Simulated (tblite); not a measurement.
Compound: C7H7O (doublet state).
Geometry (GFN2-xTB, Å), atoms numbered from 1 in this order:
```xyz
15
C7H7O angstrom
C      2.5598    0.4212    0.0716
C      2.4342   -0.6771   -0.7389
O      1.1398   -0.9780   -0.9597
C      0.3892   -0.0509   -0.2749
C     -0.9625   -0.0888   -0.3016
C     -2.2238    0.4978    0.1386
C     -2.1943   -0.7195   -0.7655
C      1.2661    0.8416    0.3830
H      3.4793    0.8635    0.3990
H      3.1660   -1.3065   -1.2052
H     -2.5342    1.4471   -0.2800
H     -2.5276    0.3706    1.1703
H     -2.4796   -1.6793   -0.3537
H     -2.4829   -0.6026   -1.8026
H      0.9659    1.6687    0.9920
```

Level: GFN2-xTB in tblite, geometry and Hessian alike; calculated harmonic values, unscaled, isolated species. The method is semi-empirical: single wavenumbers can be off by several per cent or more. One conformer, not necessarily the lowest. Open shells enter through the occupations alone, without spin polarisation, and single modes of such species can be off by tens of per cent.

Harmonic wavenumbers (cm⁻¹): 110.0, 134.0, 154.4, 243.7, 476.4, 479.8, 551.0, 605.8, 709.0, 741.7, 767.5, 841.2, 845.3, 857.6, 873.4, 984.3, 1019.2, 1038.0, 1048.3, 1067.3, 1079.6, 1105.2, 1113.3, 1121.0, 1182.4, 1206.7, 1333.6, 1373.1, 1426.1, 1448.7, 1476.6, 1723.6, 3027.4, 3038.9, 3044.8, 3046.4, 3163.7, 3175.8, 3191.0.

A = 6402, B = 1394, C = 1162 MHz; mass 107.050 u (most abundant isotopes); point group Cs, symmetry number 1; spin multiplicity 2.

Problem. What is the zero-point energy?

Solution. Half the sum of the wavenumbers: 25413 cm⁻¹ = 304.01 kJ/mol.

Problem. Entropy at 500 K, 1 bar (ideal gas, RRHO, classical rotation)?

Solution. Translation 177.89, rotation 122.89, vibration 125.79, spin (R ln 2) 5.76: S = 432.3 J/(mol K).

Problem. And Cp and H(500 K) − H(0)?

Solution. Cp = 188.52 J/(mol K), of which vibrations give 155.26 (their classical limit is 39 R = 324.3); H(500 K) − H(0) = 52.52 kJ/mol without the zero-point energy, 35.90 from vibrations.

Problem. Blend soft modes into free rotors: weight 1/[1 + (100 cm⁻¹/ν̃)⁴] for the oscillator and the rest for a rotor with moment μB/(μ + B), μ = h/(8π²ν), B = 10⁻⁴⁴ kg m². What vibrational entropy results?

Solution. 122.83 J/(mol K) in place of 125.79, which changes −T·S at 500 K by +1.48 kJ/mol.

Problem. Which modes carry the vibrational entropy at 500 K?

Solution. 110.0 cm⁻¹: 17.91; 134.0 cm⁻¹: 16.29; 154.4 cm⁻¹: 15.13; 243.7 cm⁻¹: 11.43; 476.4 cm⁻¹: 6.31; 479.8 cm⁻¹: 6.26 J/(mol K); the other 33 give 52.45 together.

Hindered rotation and anharmonicity are outside this model. Other conformers, if any are populated, would add a mixing term that is left out.
